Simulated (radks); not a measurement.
Results of a calculation; reference values are marked as such.
Initial-state core-level shifts of the osmium ion Os2+ when its valence configuration changes from [Xe] 4f14 5d6. Level of theory: scalar-relativistic Kohn-Sham, SCAN, spin-polarised, spherical densities, finite nucleus; open shells are filled with parallel spins first (spin-orbit coupling, left out, can overturn this in heavy ions); meta-GGA in the generalised Kohn-Sham scheme; Fermi nuclear charge, rms radius 5.4126 fm (a radial shooting solver on a logarithmic mesh with Libxc functionals). Shifts are changes of the shell-averaged eigenvalues in eV (positive: less bound); the change of the density at the nucleus, which sets a Mossbauer isomer shift, is in e/bohr^3, on a base of 1.788e+06.

| valence | 2s | 2p | 3s | 4p | density at nucleus |
|---|---|---|---|---|---|
| 4f13.5 5d6.5 | -6.042 | -5.980 | -6.865 | -5.853 | +52.0 |
| 4f13 5d6 6s1 | -15.893 | -15.759 | -17.506 | -15.359 | +268.8 |
| 4f14 5d5 6s1 | -3.437 | -3.431 | -3.371 | -3.361 | +154.6 |
| 4f12 5d8 | -24.876 | -24.612 | -28.344 | -23.793 | +211.9 |
| 4f14 5d5.5 6s0.5 | -1.734 | -1.731 | -1.702 | -1.694 | +78.7 |
| 4f14 5d5.5 6p0.5 | -2.465 | -2.461 | -2.441 | -2.439 | +3.4 |
